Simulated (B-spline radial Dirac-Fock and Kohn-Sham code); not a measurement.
Z = 63 (europium), transition energy 239 keV. The computed values come from a radial finite-basis atomic code: a Dirac-Hartree-Slater potential of the neutral atom with a Latter tail (no hole, which puts coefficients of high multipoles low close above an edge), finite nucleus with surface currents. Subshells that would emit electrons below 1 keV are left out.

Question: A pure transition shows α(K) = 0.138, L1/L2 = 13.6 and L1/L3 = 78.7. What is its multipolarity?
A. E2
B. E4
C. M3
D. E1
E. M4
F. E3
G. M1
H. M2

Answer: G. For comparison, α(K), L1/L2, L1/L3 are E1 0.0234, 9.05, 7.98; E2 0.0886, 1.14, 1.48; E3 0.299, 0.283, 0.456; E4 0.994, 0.121, 0.217; M2 0.643, 8.43, 13.1; M3 2.50, 5.64, 3.29; M4 9.54, 4.15, 1.45.
